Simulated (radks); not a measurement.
Al2+, configuration [He] 2s2 2p4 3s1 3p2 (not the ground configuration). Calculated with a radial shooting solver on a logarithmic mesh with Libxc functionals: scalar-relativistic Kohn-Sham, r2SCAN, spin-unpolarised, spherical densities, finite nucleus; meta-GGA in the generalised Kohn-Sham scheme; Fermi nuclear charge, rms radius 3.061 fm.

Normalised radial functions P(r) = r R(r), r in bohr:

```
   r/bohr * 1s, o 2s (the largest magnitude, 2.59, reaches the edge; | marks zero, & curves that meet)
 0.006176                             | o  *
 0.007851                             | o    *
 0.009981                             | o     *
  0.01269                             |  o      *
    0.016                             |  o        *
  0.02034                             |   o          *
  0.02586                             |    o            *
  0.03261                             |     o             *
  0.04146                             |     o                *
   0.0527                             |      o                 *
    0.067                             |      o                   *
  0.08449                             |     o                    *
   0.1074                             |    o                    *
   0.1365                             | o                    *
   0.1722                            o|                 *
   0.2189                        o    |            *
   0.2783                    o        |       *
   0.3538                 o           |   *
   0.4461               o             | *
   0.5672               o             |*
    0.721                  o          *
   0.9093                     o       *
    1.156                         o   *
    1.469                           o *
    1.868                            o*
    2.356                             &
    2.995                             &
    3.807                             &
    4.801                             &
    6.104                             &
```

1s: eigenvalue -1599.6 eV, 0 radial nodes, <r> = 0.120 bohr, 90 % of the charge inside 0.214 bohr. 2s: eigenvalue -168.93 eV, 1 radial node at r = 0.164 bohr, <r> = 0.588 bohr, 90 % of the charge inside 0.918 bohr.
